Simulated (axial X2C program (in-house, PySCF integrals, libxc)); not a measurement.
# HGaH⁺: properties at the nuclei

Computed with an axial X2C code built on PySCF integrals: two-component X2C with atomic mean-field Coulomb and Gaunt terms, Gaussian nuclei, basis H dyall-v3z, Ga dyall-v3z with contracted cores.

H–Ga–H held linear, with bonds 1.516 and 1.516 Å (near the PBE0 minimum at charge 1 of the determinant lowest at the starting distance; the state shown can have its own minimum elsewhere, held linear; other orders of the atoms were not compared).

Determinant lowest in the PBE0 search, Ω = 0 (closed shell), highest spinor 60% H s, 38% Ga p:

| level | qzz H (a.u.) | qzz Ga (a.u.) |
| --- | --- | --- |
| PBE0 | 0.12 | -5.76 |
| HF | 0.12 | -6.20 |
| TPSSh | 0.12 | -5.69 |

qzz is the electric field gradient, eQq0 = 234.96 MHz × Q/barn × qzz. The operators were transformed with the bare-nucleus X2C matrices; with these basis sets, hyperfine constants and field gradients can be off by tens of per cent, and where levels differ in sign neither size nor sign is settled.

Q: With Q(69Ga) = 0.171 barn (Q from Pyykkö, Mol. Phys. 2018), turn the PBE0 values of the first state into constants in MHz.

A: eQq0(69Ga) = 234.96 × (0.171) × (-5.76) = -231 MHz.

The molecule was held linear; bending was not examined, so a bent shape may lie lower.

Each state is one determinant with collinear spin. The search compared states at one distance, so a state with another bond length can lie lower.
